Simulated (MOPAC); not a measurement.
Job for MOPAC: PM6 on CH5NSn (SMILES [CH3][Sn][NH2]), a point of a torsion scan.

```
PM6 1SCF PRECISE CHARGE=0 THREADS=1
CH5NSn

C      1.36239508 1    -0.13795468 1     0.14215136 1
Sn    -0.23847016 1     1.44045285 1     0.55495536 1
N     -1.88518637 1     0.38738188 1    -0.24277935 1
H      1.52420299 1    -0.23091312 1    -0.93376185 1
H      2.32934074 1     0.07868931 1     0.59672370 1
H      1.04802873 1    -1.11969308 1     0.50151677 1
H     -2.10832966 1     0.51870470 1    -1.22220497 1
H     -1.81200742 1    -0.62114003 1    -0.13941713 1
```

The log:

```
*******************************************************************************
 **                                                                           **
 **                              MOPAC v23.2.5                                **
 **                                                                           **
 *******************************************************************************
 ** MOPAC's Digital Object Identifier: https://doi.org/10.5281/zenodo.6511958 **
 **                                                                           **
 ** Please cite the open-source release paper for use of this MOPAC version:  **
 ** J. E. Moussa and J. J. P. Stewart (2026)                                  **
 ** MOPAC: An open-source semiempirical molecular orbital program             **
 ** J. Open Source Softw., 11(119), 8025, https://doi.org/10.21105/joss.08025 **
 *******************************************************************************

                              PM6 CALCULATION RESULTS

 *******************************************************************************
 *  PM6        - The PM6 Hamiltonian to be used
 *
 *
 *
 *                 CHARGE ON SYSTEM = 0
 *
 *
 *
 *  PRECISE    - TIGHTER CRITERIA TO BE USED
 *  1SCF       - DO 1 SCF AND THEN STOP
 *  THREADS=1  - MULTI-THREADING NOT USED
 *  T=         - A TIME OF 172800.0 SECONDS REQUESTED
 *  DUMP=N     - RESTART FILE WRITTEN EVERY 7200.0 SECONDS REQUESTED
 *******************************************************************************
PM6 1SCF PRECISE CHARGE=0 THREADS=1
 CH5NSn

   ATOM   CHEMICAL          X               Y               Z
  NUMBER   SYMBOL      (ANGSTROMS)     (ANGSTROMS)     (ANGSTROMS)

     1       C          1.36239508  *  -0.13795468  *   0.14215136  *
     2      Sn         -0.23847016  *   1.44045285  *   0.55495536  *
     3       N         -1.88518637  *   0.38738188  *  -0.24277935  *
     4       H          1.52420299  *  -0.23091312  *  -0.93376185  *
     5       H          2.32934074  *   0.07868931  *   0.59672370  *
     6       H          1.04802873  *  -1.11969308  *   0.50151677  *
     7       H         -2.10832966  *   0.51870470  *  -1.22220497  *
     8       H         -1.81200742  *  -0.62114003  *  -0.13941713  *



          CARTESIAN COORDINATES

    NO.       ATOM           X           Y           Z

     1         C          1.3624     -0.1380      0.1422
     2        Sn         -0.2385      1.4405      0.5550
     3         N         -1.8852      0.3874     -0.2428
     4         H          1.5242     -0.2309     -0.9338
     5         H          2.3293      0.0787      0.5967
     6         H          1.0480     -1.1197      0.5015
     7         H         -2.1083      0.5187     -1.2222
     8         H         -1.8120     -0.6211     -0.1394

 General Reference for PM6:
 "Optimization of Parameters for Semiempirical Methods V: Modification of NDDO Approximations
 and Application to 70 Elements", J. J. P. Stewart, J. Mol. Mod., 13, 1173-1213 (2007)
 URL: https://link.springer.com/article/10.1007/s00894-007-0233-4

           Empirical Formula: C H5 N Sn  =     8 atoms



      MOLECULAR POINT GROUP   :   C1


      RHF CALCULATION, NO. OF DOUBLY OCCUPIED LEVELS = 9


 -------------------------------------------------------------------------------
 PM6 1SCF PRECISE CHARGE=0 THREADS=1
 CH5NSn



     1SCF WAS SPECIFIED, SO BFGS WAS NOT USED
     SCF FIELD WAS ACHIEVED


                              PM6 CALCULATION
                                                       MOPAC v23.2.5 Linux




          FINAL HEAT OF FORMATION =         42.16419 KCAL/MOL =     176.41496 KJ/MOL


          COSMO AREA              =        116.36 SQUARE ANGSTROMS
          COSMO VOLUME            =        106.75 CUBIC ANGSTROMS

          IONIZATION POTENTIAL    =          8.186796 EV
          HOMO LUMO ENERGIES (EV) =         -8.187 -0.673
          NO. OF FILLED LEVELS    =          9
          MOLECULAR WEIGHT        =        149.7472         POINT GROUP:  C1

          MOLECULAR DIMENSIONS (Angstroms)

            Atom       Atom       Distance
            H     7    H     5     4.81612
           Sn     2    H     4     2.57711
            H     8   Sn     2     1.72680


          SCF CALCULATIONS        =          1





   ATOM   CHEMICAL          X               Y               Z
  NUMBER   SYMBOL      (ANGSTROMS)     (ANGSTROMS)     (ANGSTROMS)

     1       C          1.36239508  *  -0.13795468  *   0.14215136  *
     2      Sn         -0.23847016  *   1.44045285  *   0.55495536  *
     3       N         -1.88518637  *   0.38738188  *  -0.24277935  *
     4       H          1.52420299  *  -0.23091312  *  -0.93376185  *
     5       H          2.32934074  *   0.07868931  *   0.59672370  *
     6       H          1.04802873  *  -1.11969308  *   0.50151677  *
     7       H         -2.10832966  *   0.51870470  *  -1.22220497  *
     8       H         -1.81200742  *  -0.62114003  *  -0.13941713  *

                             CARTESIAN COORDINATES

   1    C        1.362395080    -0.137954680     0.142151360
   2   Sn       -0.238470160     1.440452850     0.554955360
   3    N       -1.885186370     0.387381880    -0.242779350
   4    H        1.524202990    -0.230913120    -0.933761850
   5    H        2.329340740     0.078689310     0.596723700
   6    H        1.048028730    -1.119693080     0.501516770
   7    H       -2.108329660     0.518704700    -1.222204970
   8    H       -1.812007420    -0.621140030    -0.139417130


           Empirical Formula: C H5 N Sn  =     8 atoms



      MOLECULAR POINT GROUP   :   C1


                  EIGENVALUES
 -28.85440 -23.23435 -15.44814 -14.41136 -13.17171 -13.12843 -11.52286  -9.06241
  -8.18680  -0.67273   1.73932   2.03724   6.20226   6.29657   6.39365   7.23099
   7.55795


              NET ATOMIC CHARGES AND DIPOLE CONTRIBUTIONS

  ATOM NO.   TYPE          CHARGE      No. of ELECS.   s-Pop       p-Pop
    1          C          -0.807604        4.8076     1.13160     3.67600
    2         Sn           0.709421        3.2906     1.83409     1.45649
    3          N          -0.795352        5.7954     1.63907     4.15628
    4          H           0.154240        0.8458     0.84576
    5          H           0.160649        0.8394     0.83935
    6          H           0.154114        0.8459     0.84589
    7          H           0.219703        0.7803     0.78030
    8          H           0.204828        0.7952     0.79517
 DIPOLE           X         Y         Z       TOTAL
 POINT-CHG.     0.799     2.961     0.980     3.219
 HYBRID         0.418    -3.638    -1.951     4.149
 SUM            1.217    -0.677    -0.971     1.698


          ATOMIC ORBITAL ELECTRON POPULATIONS

     Atom    s        px        py        pz
    1  C   1.13160   1.24027   1.24897   1.18676
    2 Sn   1.83409   0.51641   0.69993   0.24015
    3  N   1.63907   1.59252   1.24578   1.31798
    4  H   0.84576
    5  H   0.83935
    6  H   0.84589
    7  H   0.78030
    8  H   0.79517

 **********************
 *                    *
 * JOB ENDED NORMALLY *
 *                    *
 **********************




 == MOPAC DONE ==
```

The run finished.

Cost: about 0.020 core-seconds (a rough figure).
